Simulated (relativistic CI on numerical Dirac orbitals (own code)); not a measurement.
What each ingredient does to the levels of W⁶⁴⁺

Base calculation: Dirac-Coulomb-Breit CI, separate exchange-only KLI orbitals for each configuration, model QED (radiative potential, 1s self-energy scaled to tabulated hydrogen-like ionisation energies), unscaled Slater integrals.

Configuration list (outside the closed core 1s2): 2s²2p⁶, 2s²2p⁵3s, 2s²2p⁵3p, 2s²2p⁵3d, 2s2p⁶3s, 2s2p⁶3p, 2s2p⁶3d, 2s²2p⁵4s, 2s²2p⁵4p, 2s²2p⁵4d, 2s²2p⁵4f, 2s²2p⁴3s², 2s²2p⁴3s3p, 2s2p⁶4s, 2s2p⁶4p, 2s²2p⁴3s3d. Levels of other configurations are missing.

Variants: (1) QED terms removed; (2) only the first 3 configurations. Shifts of the energy above 2s²2p⁶ ¹S0, in eV, for the lowest level and the first level of each name with at least 55 % of one term (blank where a level changes its place among those of its configuration and J or its character, or is not in the variant):

```tsv
Level	Base	Δ(1)	Δ(2)
2s²2p⁶ ¹S0	0.00	0.00	0.00
2s²2p⁵3s ³P°2	8295.37	-2.67	+0.41
2s²2p⁵3s ¹P°1	8303.93	-2.66	+0.50
2s²2p⁵3p ³D3	8823.56	+1.85	+0.09
2s²2p⁵3p ¹P1	8824.02	+1.86	+0.48
2s²2p⁵3p ³P2	8836.65	+1.85	+0.02
2s²2p⁵3p ¹S0	8894.12	+1.85	+0.93
2s²2p⁵3d ³P°0	8982.56	+2.78	
2s²2p⁵3d ³P°1	8992.59	+2.77	
2s²2p⁵3d ³F°4	9076.83	+2.55	
2s²2p⁵3d ³D°3	9094.08	+2.55	
2s²2p⁵3d ¹P°1	9123.46	+2.55	
2s²2p⁵3s ³P°0	9682.51	-3.98	+0.80
2s²2p⁵3s ³P°1	9685.94	-3.99	+0.35
```

At this charge energies of transitions that change n are usually good to better than 1 %, and those within a shell (Δn = 0) to a few per cent.

Ionisation energy from the two ground configurations alone: base 15600.4 eV. The NIST ASD value (semi-empirical) is 15566 eV.

LS names give the leading component of a level, which can be under half, so a name can repeat, a term be missing and a line seem to break the LS rules.
